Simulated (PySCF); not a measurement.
**PBE0 on Ti(18+) (titanium, charge +18)**

Configuration: [He] 2s2, closed-shell 1S. All numbers are calculated (PySCF 2.14, scalar relativity by spin-free X2C-1e, in an even-tempered Gaussian basis (19 s from 3.8 bohr⁻², ratio 2.2; 8 p from 6 bohr⁻², ratio 2.4; 6 d from 18 bohr⁻², ratio 2.4; 5 f from 27 bohr⁻², ratio 2.4; 4 g from 40 bohr⁻², ratio 2.4)).

```json
{"Total energy": "-574.976 hartree", "One-electron energy": "-608.304 hartree", "Hartree (Coulomb) energy": "51.011 hartree", "Exchange-correlation energy": "-17.683 hartree", "⟨S²⟩": "0.0000", "⟨L²⟩": "0.000", "Sum of ⟨r⟩": "0.7182 bohr", "Sum of ⟨r²⟩": "0.2099 bohr²"}
```

| shell | electrons | mean orbital energy (eV) | rms radius, mean of both spins (bohr) |
| --- | --- | --- | --- |
| 1s | 2 | -5920.2 | 0.0797 |
| 2s | 2 | -1318.7 | 0.314 |

Densities and radii are taken from the X2C orbitals without a picture-change correction, which distorts them close to the nucleus.
